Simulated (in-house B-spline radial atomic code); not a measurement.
A radial electron density 4πr²n(r) was computed for an atom or ion in its tabulated ground configuration with an all-electron radial atomic-structure program (B-spline basis); method: non-relativistic Hartree-Fock, average of configuration. Columns: r (bohr), 4πr²n(r) (electrons per bohr), bar.

```
 0.00329   0.4642 #
 0.00394   0.6504 #
 0.00472   0.9076 ##
 0.00566    1.262 ###
 0.00678    1.739 ####
 0.00812    2.377 #####
 0.00973    3.221 #######
  0.0117     4.34 #########
   0.014    5.722 ############
  0.0167    7.392 ###############
  0.0201    9.482 ####################
   0.024    11.76 #########################
  0.0288    14.28 ##############################
  0.0345    16.74 ###################################
  0.0413    18.88 #######################################
  0.0495    20.38 ##########################################
  0.0594     20.9 ############################################
  0.0711    20.29 ##########################################
  0.0852    18.68 #######################################
   0.102    16.63 ###################################
   0.122    14.96 ###############################
   0.147    14.49 ##############################
   0.176    15.67 #################################
    0.21    17.99 #####################################
   0.252    20.35 ##########################################
   0.302    21.11 ############################################
   0.362    19.29 ########################################
   0.434    15.13 ################################
    0.52    10.14 #####################
   0.623    6.199 #############
   0.746    4.429 #########
   0.894    4.538 #########
    1.07    5.267 ###########
    1.28    5.421 ###########
    1.54    4.568 ##########
    1.84    3.154 #######
    2.21    1.731 ####
    2.65   0.7556 ##
    3.17   0.2582 #
     3.8  0.06464 
    4.55   0.0115 
    5.45  0.00134
```

Problem. Which atom or ion is it?
A. K+
B. Ca3+
C. Ar+
D. Ar2+

Solution. C. The area under the curve, ∫4πr²n dr = ∫r·4πr²n d(ln r) on this logarithmic grid, is 17 electrons; among the options with that count, the innermost peak, which lies near 1/Z bohr, picks Z = 18. The configuration is [Ne] 3s2 3p5.
